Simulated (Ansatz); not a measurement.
BH6NOSiZn, SMILES `NB([SiH3])[O][ZnH]`. Charge 0, multiplicity 1. For Zn the d shell is correlated and the shells below it are frozen. Scalar relativity is left out up to krypton.

```xyz
11

N     1.0867   -0.4186    0.5221
B    -0.0648    0.2239   -0.2805
Si   -2.0163   -0.1031    0.1894
O     0.3790    0.9724   -1.2607
Zn    2.2603    0.6703   -0.9526
H     1.0705   -1.4337    0.5298
H     1.1137   -0.1366    1.4972
H    -2.9660    0.6047   -0.7082
H    -2.2897    0.3263    1.5938
H    -2.3229   -1.5642    0.1381
H     3.7496    0.8587   -1.2683
```

**Question.** Give the diagnostics of a CCSD(T)/def2-TZVPP run (frozen core, Ansatz). (An estimate is asked.)

**Answer.** Computed: T1 = 0.0163, largest single amplitude 0.040, largest double 0.033, (T) share of the correlation energy 3.5 %, 11 CCSD cycles. The RHF solution is stable towards an unrestricted one. T1 lies under the customary mark of 0.02 for closed shells.
